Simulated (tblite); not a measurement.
Allyl 2-hydroxypropanoate, C₆H₁₀O₃.
Atom-mapped SMILES: `[CH2:1]=[CH:2][CH2:3][O:4][C:5](=[O:6])[C@H:7]([CH3:8])[OH:9]` (hydrogens: H10, H11 on C1; H12 on C2; H13, H14 on C3; H15 on C7; H16, H17, H18 on C8; H19 on O9)

Cartesian coordinates in Å at the GFN2-xTB level; atoms count from 1:
```
atom  x, y, z in Å
C1     3.6572    0.3619   -0.0484
C2     2.4201    0.4482   -0.4965
C3     1.4614   -0.7019   -0.5417
O4     0.2694   -0.4123    0.2043
C5    -0.6871    0.2596   -0.4190
O6    -0.6471    0.6328   -1.5656
C7    -1.9131    0.4778    0.4589
C8    -2.6617   -0.8595    0.5714
O9    -2.7136    1.4812   -0.1005
H10    4.0632   -0.5645    0.3232
H11    4.3186    1.2106   -0.0447
H12    2.0189    1.3818   -0.8661
H13    1.1780   -0.9047   -1.5822
H14    1.8835   -1.5967   -0.0813
H15   -1.5994    0.8108    1.4542
H16   -3.5669   -0.7125    1.1541
H17   -2.9385   -1.2148   -0.4193
H18   -2.0315   -1.5983    1.0578
H19   -2.5210    1.5096   -1.0510
```

Method: GFN2-xTB as coded in tblite; computed harmonic values from a numerical Hessian at the method's own geometry, unscaled. The method is semi-empirical: single wavenumbers can be off by several per cent or more. One conformer, not necessarily the lowest.

Harmonic wavenumbers (cm⁻¹): 32.8, 51.1, 58.2, 88.4, 183.4, 199.4, 231.0, 298.3, 336.4, 359.2, 376.2, 421.4, 501.9, 652.3, 662.9, 716.6, 850.7, 903.2, 913.5, 948.6, 973.7, 998.0, 1022.2, 1036.6, 1077.6, 1131.2, 1139.2, 1165.2, 1203.7, 1227.9, 1268.1, 1271.8, 1306.9, 1345.5, 1385.6, 1403.9, 1420.5, 1474.1, 1487.1, 1718.5, 1762.6, 2914.1, 2934.8, 2987.1, 3032.3, 3050.2, 3053.1, 3077.1, 3104.1, 3135.6, 3424.9.

A = 3916, B = 791.8, C = 737.2 MHz; mass 130.063 u (most abundant isotopes); point group C1, symmetry number 1.

Task: Zero-point energy?

Result: Half the sum of the wavenumbers: 33159 cm⁻¹ = 396.68 kJ/mol.

Task: Give the ideal-gas entropy at 200 K and 1 bar in the rigid-rotor, harmonic-oscillator model (classical rotation).

Result: Translation 161.27, rotation 117.75, vibration 97.79: S = 376.8 J/(mol K).

Task: And Cp and H(200 K) − H(0)?

Result: Cp = 123.87 J/(mol K), of which vibrations give 90.61 (their classical limit is 51 R = 424.0); H(200 K) − H(0) = 16.51 kJ/mol without the zero-point energy, 9.85 from vibrations.

Task: Blend soft modes into free rotors: weight 1/[1 + (100 cm⁻¹/ν̃)⁴] for the oscillator and the rest for a rotor with moment μB/(μ + B), μ = h/(8π²ν), B = 10⁻⁴⁴ kg m². What vibrational entropy results?

Result: 85.74 J/(mol K) in place of 97.79, which changes −T·S at 200 K by +2.41 kJ/mol.

Task: What must be added to the electronic energy to get the Gibbs energy at 200 K and 1 bar?

Result: ZPE + [H(200 K) − H(0)] − T·S = 396.68 + 16.51 − 75.36 = 337.83 kJ/mol.

Hindered rotation and anharmonicity are outside this model. Other conformers, if any are populated, would add a mixing term that is left out. The structure is chiral; the term R ln 2 for an equal mix with its mirror image is left out.

Hardware: x86-64 server, one thread, no GPU (shared host). The figure is for the frequency step alone.
